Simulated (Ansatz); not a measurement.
`N#C[CH2][GeH2][F]` + NH₃ → `[NH2][GeH2][F]` + `CC#N` at 500 K and 1 bar (ligand exchange at a Ge–C bond).

Isolated molecules relaxed with PBE0-D4/def2-TZVP in Ansatz; ΔE leaves out vibrations. CBS: MP2 limit from def2 TZ/QZ plus the TZ coupled-cluster correction, frozen cores. This one scheme is used for every species. For Ge outer-core shells are correlated without core-valence functions, which leaves a few kJ/mol of doubt a bond. Scalar relativity is left out up to krypton. One conformer a species, not always the lowest.

```tsv
species	CCSD(T)/CBS energy (Eh)	H − E (kJ/mol)	S (J/(mol·K))
`N#C[CH2][GeH2][F]`	-2309.13510	185.4	403.8
NH₃	-56.50880	108.2	211.8
`[NH2][GeH2][F]`	-2233.06137	149.2	340.4
`CC#N`	-132.59492	143.3	273.0
```

H − E and S are ideal-gas, rigid-rotor, harmonic terms from PBE0-D4/def2-TZVP, for one conformer and one mirror image of each species. 1 Eh = 2625.50 kJ/mol, R = 8.31446 J/(mol·K).

By hand: ΔE, ΔH, ΔS and ΔG.

ΔE = (-2233.06137) + (-132.59492) − (-2309.13510) − (-56.50880) = -0.01239 Eh = -32.5 kJ/mol. Δ(H − E) = 149.2 + 143.3 − 185.4 − 108.2 = -1.1, so ΔH = -33.6 kJ/mol. ΔS = 340.4 + 273.0 − 403.8 − 211.8 = -2.2 J/(mol·K). ΔG = -33.6 − 500 × (-2.2)/1000 = -32.5 kJ/mol.

By hand: the equilibrium constant, and the temperature at which ΔG would vanish if ΔH and ΔS stayed fixed.

log₁₀ K = −ΔG/(RT ln 10) = 3.4. ΔG = 0 at ΔH/ΔS = 15273 K, far beyond where these terms or the molecules hold.

The number of gas molecules stays the same, so ΔS is small and ΔH decides. A doubt of 5 kJ/mol in ΔE shifts log₁₀ K by 0.5 here. Other conformers and mirror images would add mixing entropy, several J/(mol·K) or more a flexible species. Modes under 60 cm⁻¹, often nearly free rotors, make the harmonic entropy too high. These are equilibria of isolated gas molecules and say nothing of rates. Largest T1 diagnostic: 0.012 (customary marks: 0.02 for closed shells, 0.045 for open ones).
